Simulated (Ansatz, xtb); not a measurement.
**A geometry optimisation of F2HN2Si with r2SCAN-D4/def2-SVP**

The starting geometry of this gas-phase doublet has its atoms placed at random.

```xyz
6

F     0.1771   -1.6900   -0.9191
F    -0.8701   -0.2997   -1.9893
N    -0.9983   -0.0709    0.6332
N     0.1975   -0.4625    0.2287
Si    0.1641    0.6787   -1.8521
H    -0.2086   -0.3904   -1.0672
```

One run relaxed it with r2SCAN-D4/def2-SVP. What is a likely outcome?

It loosens into FN2Si + FH, which stay close as a complex. Distances that change by over a tenth: F2–Si5 (1.43 → 1.68 Å), F2–H6 (1.14 → 1.75 Å), N3–N4 (1.32 → 1.13 Å). Contacts that open: Si5–H6 (1.38 → 2.79 Å). Contacts that close: F1–H6 (1.36 → 0.93 Å), N4–Si5 (2.37 → 1.88 Å).

The energy falls by 10.52 eV over 24 steps:

```
step  E − E(last) (eV)
   1            10.523
   4             2.250
   6             0.889
   9             0.406
  11             0.265
  14             0.056
  16             0.027
  19             0.001
  21             0.000
  24             0.000
```

Final geometry (Å):

```yaml
atoms:
  - { symbol: F, position_ang: [0.1640, -2.1260, -1.0038] }
  - { symbol: F, position_ang: [-0.6836, -0.0858, -2.3224] }
  - { symbol: N, position_ang: [-0.5129, 0.1566, 1.2975] }
  - { symbol: N, position_ang: [-0.3603, 0.3864, 0.1998] }
  - { symbol: Si, position_ang: [0.1441, 1.0934, -1.4642] }
  - { symbol: H, position_ang: [-0.2895, -1.6595, -1.6727] }
```

From the same start GFN2-xTB reaches the same bonding as this run.

From so rough a start the end depends on the optimiser's path, so another program may land elsewhere. The end wasn't checked by frequencies. Open shells are spin-unrestricted. Run with Ansatz 0.2.0, 100 s on 1 thread of Intel(R) Xeon(R) 6975P-C (Granite Rapids), with other jobs on the host.
